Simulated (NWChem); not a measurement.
A series in which one site is exchanged, each optimised at PBE0/def2-SVP with NWChem, gas phase unless a solvent is named. Low-valent species are run as closed-shell singlets; no triplet was tried in these runs. def2 effective core potentials on In, I; no spin-orbit coupling.

A: [Cl][In] (InCl; site = Cl)
B: [InH] (InH; site = H)
C: [I][In] (InI; site = I)
D: [F][In] (InF; site = F)

```json
[
 {"quantity": "dipole (D), PBE0/def2-SVP", "A": "3.19", "B": "0.64", "C": "?", "D": "2.86"},
 {"quantity": "vertical ionisation energy, ΔSCF, PBE0/def2-SVP (eV)", "A": "10.58", "B": "7.91", "C": "?", "D": "9.85"},
 {"quantity": "static polarisability, PBE0/def2-SVPD (bohr³)", "A": "57.1", "B": "51.4", "C": "?", "D": "40.2"},
 {"quantity": "lowest singlet excitation, PBE0/def2-SVPD, TDA (eV)", "A": "4.73", "B": "2.85", "C": "?", "D": "5.38"}
]
```

**Question.** Some entries are withheld; supply them.

**Answer.** 
- dipole (D), PBE0/def2-SVP, C: 3.61
- vertical ionisation energy, ΔSCF, PBE0/def2-SVP (eV), C: 9.25
- static polarisability, PBE0/def2-SVPD (bohr³), C: 84.5
- lowest singlet excitation, PBE0/def2-SVPD, TDA (eV), C: 3.93
